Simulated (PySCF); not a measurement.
Species: CH7BBiOP.
Bonds: C1–O2, O2–B3, B3–P4, B3–Bi5. Hydrogens: H6, H7, H8 on C1; H9, H10 on P4; H11, H12 on Bi5.

Method: PySCF 2.14.0, PBE0-D3(BJ)/def2-SVP geometry optimisation, gas phase, def2 core potentials past Kr; density fitting, grid level 1; the optimiser is geomeTRIC in internal coordinates, started from a GFN2-xTB structure with every atom displaced at random (about 0.01 Å).

Step 0: E = -18990.2141 eV
```
atom  x, y, z in Å  |  force x, y, z in eV/Å
C1     -0.7389   -1.5023   -0.5504   -0.761   1.394  -0.451
O2      0.4020   -0.8788   -0.0557    0.095  -0.813   0.018
B3      0.6430    0.4033    0.1182    1.241   0.614   0.488
P4      2.5011    0.6809    0.7589   -0.596   0.553  -0.691
Bi5    -0.8066    2.2248   -0.3558    0.178   0.263   0.185
H6     -1.2160   -2.0690    0.2344   -0.216  -0.549   0.480
H7     -1.4612   -0.7278   -0.9053    0.186  -0.472   0.056
H8     -0.4592   -2.1300   -1.3839    0.111  -0.542  -0.428
H9      2.1665    1.5974    1.7760   -0.018   0.433   0.187
H10     2.4835   -0.3969    1.6395    0.058  -0.723   0.382
H11    -1.3722    1.4204   -1.8300   -0.129  -0.109  -0.348
H12    -2.1039    1.3867    0.5421   -0.150  -0.047   0.122
```

Step 1: E = -18990.3424 eV
```
atom  x, y, z in Å  |  force x, y, z in eV/Å
C1     -0.7741   -1.5114   -0.5878    0.045  -0.275   0.070
O2      0.4264   -0.9688   -0.0954    0.130   0.305  -0.011
B3      0.7313    0.3240    0.0985   -0.318  -0.131   0.044
P4      2.4683    0.7465    0.8055    0.007  -0.064   0.203
Bi5    -0.7026    2.2001   -0.3852   -0.019  -0.070  -0.053
H6     -1.2280   -2.1270    0.2090    0.025   0.066  -0.132
H7     -1.4840   -0.7361   -0.8998   -0.052   0.120  -0.011
H8     -0.5469   -2.1614   -1.4488    0.004   0.038   0.077
H9      2.0426    1.7010    1.7881    0.007  -0.103  -0.183
H10     2.5481   -0.3604    1.7080    0.088   0.073  -0.053
H11    -1.4491    1.4360   -1.8443    0.050   0.024   0.069
H12    -1.9939    1.4660    0.6404    0.033   0.018  -0.018
```

Step 2: E = -18990.3541 eV
```
atom  x, y, z in Å  |  force x, y, z in eV/Å
C1     -0.7692   -1.5194   -0.5939   -0.022  -0.010  -0.012
O2      0.4073   -0.9614   -0.0625   -0.030   0.045  -0.039
B3      0.6949    0.3305    0.1326    0.028  -0.103   0.028
P4      2.4600    0.7271    0.7938   -0.055   0.035   0.023
Bi5    -0.7108    2.2082   -0.3802    0.037   0.021   0.020
H6     -1.2549   -2.1313    0.1811    0.003   0.007  -0.004
H7     -1.4685   -0.7430   -0.9393   -0.003  -0.008   0.003
H8     -0.5018   -2.1718   -1.4384    0.005   0.003   0.006
H9      2.0560    1.6988    1.7548    0.035   0.020   0.003
H10     2.5818   -0.3600    1.7096    0.020   0.014  -0.011
H11    -1.4487    1.4249   -1.8210   -0.004  -0.021  -0.025
H12    -2.0078    1.5060    0.6515   -0.014  -0.003   0.008
```

Question: Estimate the geometry and energy of step 3. (The exact step hangs on the optimiser's Hessian estimate; all steps are aligned on step 2, rigid shifts and turns removed.)

Answer: E = -18990.3559 eV, largest force 0.095 eV/Å
```
atom  x, y, z in Å  |  force x, y, z in eV/Å
C1     -0.7816   -1.5166   -0.6022   -0.011   0.030  -0.014
O2      0.3955   -0.9709   -0.0582    0.023   0.006  -0.004
B3      0.6924    0.3158    0.1492    0.037  -0.025   0.011
P4      2.4596    0.7360    0.7958   -0.080  -0.035  -0.038
Bi5    -0.7045    2.1931   -0.3721   -0.003   0.050   0.005
H6     -1.2783   -2.1300    0.1633   -0.002  -0.009   0.024
H7     -1.4726   -0.7320   -0.9474    0.016  -0.027   0.006
H8     -0.5113   -2.1647   -1.4483    0.005  -0.005  -0.010
H9      2.0652    1.7172    1.7490    0.005   0.021   0.018
H10     2.6152   -0.3379    1.7198    0.021  -0.005   0.012
H11    -1.4311    1.4008   -1.8159   -0.003  -0.002  -0.010
H12    -2.0101    1.4977    0.6550   -0.008   0.000   0.000
```

The energy changes by -0.0018 eV. The first-order estimate −F·Δx gives -0.0042 eV and the mean of the old and new forces, exact on a quadratic surface, -0.0019 eV. The step makes an angle of 71° with the force vector and moves no atom by more than 0.041 Å.

What follows is the cost of the whole optimisation. The run took 74 s of wall time on one thread of an Arm Neoverse N1, on a shared host, and the process peaked at 0.53 GiB of memory.
